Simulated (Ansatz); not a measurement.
`C[Se]CO` + `[SiH3][SeH]` → `C[Se][Se][SiH3]` + CH₃OH  (ligand exchange at the Se–C bond)

Calculated with Ansatz (gas phase, PBE0-D4/def2-TZVP geometries, no zero-point term in ΔE). CBS: MP2 limit from def2 TZ/QZ plus the TZ coupled-cluster correction, frozen cores. This one scheme is used for every species. Functionals use def2-TZVPP. B3LYP here is the variant with VWN-RPA as its local correlation; programs differ in this. For Se outer-core shells are correlated without core-valence functions, which leaves a few kJ/mol of doubt a bond. Scalar relativity is left out up to krypton. Each species was taken in one conformer, which may not be the lowest.

| level | ΔE (kcal/mol) | difference from CCSD(T)/CBS |
| --- | --- | --- |
| PBE-D4 | -10.5 | -0.3 |
| r2SCAN-D4 | -9.5 | 0.7 |
| PBE0-D4 | -10.6 | -0.4 |
| B3LYP-D4 | -11.5 | -1.3 |
| ωB97X-V | -9.1 | 1.1 |
| ωB97M-V | -9.6 | 0.6 |
| B2PLYP | -9.8 | 0.4 |
| PBE | -9.7 | 0.5 |
| r2SCAN | -9.3 | 0.9 |
| PBE0 | -9.8 | 0.4 |
| B3LYP | -10.0 | 0.2 |
| HF/def2-TZVPP | -10.2 | 0.0 |
| MP2/def2-TZVPP | -9.4 | 0.8 |
| SCS-MP2/def2-TZVPP | -9.4 | 0.8 |
| CCSD/def2-TZVPP | -8.6 | 1.6 |
| CCSD(T)/def2-TZVPP | -8.7 | 1.5 |
| HF/def2-QZVPP | -10.4 | -0.2 |
| MP2/def2-QZVPP | -10.3 | -0.1 |
| SCS-MP2/def2-QZVPP | -10.3 | -0.1 |
| HF/CBS(def2) | -10.5 | -0.3 |
| MP2/CBS(def2) | -10.9 | -0.7 |
| CCSD/CBS(def2) | -10.2 | 0.0 |
| CCSD(T)/CBS | -10.2 | 0 |

Largest T1 diagnostic among the species: 0.010.

In def2-TZVPP, CCSD(T) changes the Hartree–Fock value by +1.5 kcal/mol (the triples alone add −0.1 kcal/mol) and MP2 by +0.8 kcal/mol. The D4 term adds −1.5 kcal/mol with B3LYP and −0.8 kcal/mol with PBE0; it sums over pairs of atoms, weighted by their polarisabilities, and B3LYP, whose exchange is more repulsive, gets the larger term.
